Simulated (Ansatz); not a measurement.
`N[SiH]1SS1`. The species carries charge 0 and has multiplicity 1.

```xyz
7

N    -0.604    0.486    0.923
Si    0.179   -0.440   -0.247
S     0.145    0.077   -2.278
S     1.978    0.177   -1.126
H    -1.077    0.069    1.705
H    -0.648    1.490    0.906
H     0.027   -1.859    0.118
```

**Question.** List the harmonic frequencies (cm⁻¹, unscaled) at PBE0-D4/def2-TZVP in Ansatz. (Best estimate.)

**Answer.** The calculation gave: 31, 222, 241, 351, 431, 459, 598, 653, 727, 904, 951, 1566, 2287, 3627, 3733.

**Question.** Is this a minimum?

**Answer.** Yes, all 15 modes are real.

**Question.** Give the ideal-gas thermochemistry at 298.15 K and 1 bar (rigid rotor, harmonic oscillator; point group Cs, symmetry number 1).

**Answer.** Zero-point energy 100.4 kJ/mol; H(298) − E = 118.9 kJ/mol; entropy 335.6 J/(mol·K), of which translation 167.4, rotation 111.2, vibration 57.0; G(298) − E = 18.9 kJ/mol. Modes under 100 cm⁻¹ are hindered rotations or soft bends, so the harmonic entropy is rough.

**Question.** And at 400, 500, 600, 800 and 1000 K?

**Answer.** 
```tsv
T (K)	H − E (kJ/mol)	S (J/mol/K)	G − E (kJ/mol)
400	128.8	363.9	-16.8
500	139.4	387.7	-54.4
600	150.8	408.3	-94.2
800	175.0	443.1	-179.5
1000	200.6	471.7	-271.1
```
